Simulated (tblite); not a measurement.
Input of a run (GFN2-xTB geometry optimisation, gas phase (tblite 0.8.0)), started from a force field or distance geometry:
```
{"job": {"kind": "relax", "xc": "GFN2-xTB", "basis": "xTB"}, "charge": 0, "multiplicity": 1}
C     -2.684800    -2.432600     0.599000
C     -1.779800    -1.820500    -0.176500
Si    -0.547100    -0.729500     0.624900
C     -1.096400     1.022200     0.446300
C     -1.436600     2.169500     0.340400
C     -1.837300     3.562900     0.163200
C      1.151200    -0.891800    -0.108000
C      1.409900    -1.789800    -1.034400
O      2.107900    -0.026400     0.405300
Si     3.601100     0.370000    -0.312700
H     -3.444800    -3.100900     0.148700
H     -2.740300    -2.289800     1.680300
H     -1.790900    -2.011100    -1.243500
H     -0.401200    -0.982400     2.057700
H     -1.053700     4.077300    -0.444200
H     -1.888500     4.058800     1.164500
H     -2.795400     3.569600    -0.371200
H      2.420300    -1.864800    -1.437400
H      0.645900    -2.468100    -1.421400
H      3.581200     1.825000    -0.611000
H      4.709700     0.183700     0.639600
H      3.859300    -0.412000    -1.511000
```

Output (eV, eV/Å):
```
step      E/eV     max force
  0    -776.33047    1.776
  1    -776.47986    1.759
  2    -776.51945    3.157
  3    -776.57100    1.027
  4    -776.60008    0.557
  5    -776.62070    0.318
  6    -776.65040    0.484
  7    -776.66338    0.396
  8    -776.68342    0.305
  9    -776.69355    0.228
 10    -776.70188    0.213
 11    -776.70993    0.248
 12    -776.71849    0.247
 13    -776.72682    0.172
 14    -776.73388    0.173
 15    -776.73937    0.138
 16    -776.74410    0.167
 17    -776.74844    0.195
 18    -776.75216    0.171
 19    -776.75522    0.112
 20    -776.75765    0.091
 21    -776.75966    0.096
 22    -776.76155    0.101
 23    -776.76336    0.103
 24    -776.76482    0.106
 25    -776.76586    0.088
 26    -776.76669    0.077
 27    -776.76756    0.087
 28    -776.76842    0.092
 29    -776.76908    0.067
 30    -776.76952    0.041
 31    -776.76988    0.048
 32    -776.77027    0.074
 33    -776.77069    0.078
 34    -776.77104    0.055
 35    -776.77134    0.036
 36    -776.77168    0.049
 37    -776.77211    0.077
 38    -776.77259    0.082
 39    -776.77305    0.067
 40    -776.77355    0.060
 41    -776.77425    0.089
 42    -776.77532    0.128
 43    -776.77669    0.135
 44    -776.77801    0.094
 45    -776.77917    0.095
 46    -776.78039    0.096
 47    -776.78203    0.144
 48    -776.78399    0.157
 49    -776.78573    0.103
 50    -776.78675    0.086
 51    -776.78755    0.131
 52    -776.78872    0.092
 53    -776.79072    0.052
 54    -776.79178    0.056
 55    -776.79264    0.064
 56    -776.79323    0.056
 57    -776.79394    0.046
 58    -776.79465    0.048
 59    -776.79524    0.042
 60    -776.79568    0.044
 61    -776.79613    0.045
 62    -776.79668    0.051
 63    -776.79728    0.057
 64    -776.79775    0.046
 65    -776.79808    0.046
 66    -776.79837    0.042
 67    -776.79888    0.046
 68    -776.79932    0.057
 69    -776.79991    0.052
 70    -776.80039    0.047
 71    -776.80088    0.047
 72    -776.80144    0.056
 73    -776.80221    0.080
 74    -776.80313    0.081
 75    -776.80402    0.074
 76    -776.80473    0.057
 77    -776.80525    0.047
 78    -776.80568    0.045
 79    -776.80616    0.053
 80    -776.80683    0.071
 81    -776.80776    0.072
 82    -776.80888    0.074
 83    -776.80991    0.065
 84    -776.81086    0.084
 85    -776.81181    0.091
 86    -776.81264    0.087
 87    -776.81343    0.094
 88    -776.81422    0.061
 89    -776.81520    0.037
 90    -776.81562    0.040
 91    -776.81623    0.039
 92    -776.81668    0.043
 93    -776.81710    0.042
 94    -776.81758    0.051
 95    -776.81805    0.050
 96    -776.81844    0.043
 97    -776.81869    0.035
 98    -776.81895    0.032
 99    -776.81920    0.046
100    -776.81946    0.042
101    -776.81973    0.030
102    -776.82000    0.035
103    -776.82032    0.043
104    -776.82070    0.058
105    -776.82108    0.049
106    -776.82137    0.035
107    -776.82156    0.074
108    -776.82176    0.106
109    -776.82209    0.068
110    -776.82306    0.145
111    -776.82372    0.145
112    -776.82406    0.078
113    -776.82477    0.062
114    -776.82530    0.074
115    -776.82658    0.072
116    -776.82694    0.042
117    -776.82730    0.056
118    -776.82767    0.084
119    -776.82825    0.074
120    -776.82882    0.053
121    -776.82895    0.053
122    -776.82951    0.051
123    -776.82971    0.041
124    -776.83003    0.028
125    -776.83015    0.024
126    -776.83037    0.032
127    -776.83054    0.034
128    -776.83069    0.027
129    -776.83080    0.026
130    -776.83091    0.026
131    -776.83104    0.028
132    -776.83118    0.023
133    -776.83131    0.025
134    -776.83144    0.026
135    -776.83157    0.025
136    -776.83171    0.024
137    -776.83184    0.018
138    -776.83193    0.026
139    -776.83201    0.031
140    -776.83212    0.026
141    -776.83224    0.021
142    -776.83234    0.019
143    -776.83244    0.026
144    -776.83255    0.033
145    -776.83268    0.034
146    -776.83283    0.026
147    -776.83294    0.026
148    -776.83303    0.028
149    -776.83312    0.024
150    -776.83324    0.021
151    -776.83338    0.027
152    -776.83348    0.024
153    -776.83355    0.018
154    -776.83361    0.016
155    -776.83367    0.014
156    -776.83373    0.022
157    -776.83377    0.022
158    -776.83382    0.016
159    -776.83388    0.015
160    -776.83395    0.014
161    -776.83402    0.019
162    -776.83407    0.013
163    -776.83410    0.012
164    -776.83414    0.010
165    -776.83417    0.009
```

Task: Summarise the run.

Result: The energy falls by 0.504 eV over 165 L-BFGS steps, the largest force on an atom goes from 1.78 to 0.009 eV/Å, and the atoms move by 0.434 Å rms after alignment. The bond that changes most is O9–Si10 (silyl ether oxygen to oxygen-bound silicon), which shortens by 0.082 Å. Bonds longer at the end by more than 0.005 Å: 5 of 21; shorter: 13. Among the angles that change most is O9–Si10–H20, from 107.5° to 99.1°. Among the dihedrals that turn most is C7–O9–Si10–H21, from -128° to -63°. The energy never rose by more than 1e-5 eV on the way. The first step brought 30 % of the lowering.

Task: What are the final bond lengths?

Result: C1=C2 1.323 Å, C2–Si3 1.887 Å, Si3–C4 1.847 Å, C4≡C5 1.206 Å, C5–C6 1.445 Å, Si3–C7 1.901 Å, C7=C8 1.326 Å, C7–O9 1.358 Å, O9–Si10 1.621 Å, C1–H11 1.080 Å, C1–H12 1.078 Å, C2–H13 1.084 Å, Si3–H14 1.471 Å, C6–H15 1.090 Å, C6–H16 1.090 Å, C6–H17 1.090 Å, C8–H18 1.079 Å, C8–H19 1.075 Å, Si10–H20 1.455 Å, Si10–H21 1.466 Å, Si10–H22 1.466 Å. Numbering counts from 1 in the input's order; the species is `C(#CC)[Si@H](C(=C)O[SiH3])C=C`.

Its lowest GFN2-xTB frequency is 4 cm⁻¹, too small to tell a flat minimum from a shallow saddle. One conformer, not necessarily the lowest. 3 starts were optimised and ended at 0.00, 0.15 and 1.02 kcal/mol (GFN2-xTB); the lowest of these is shown.

These are computed values.
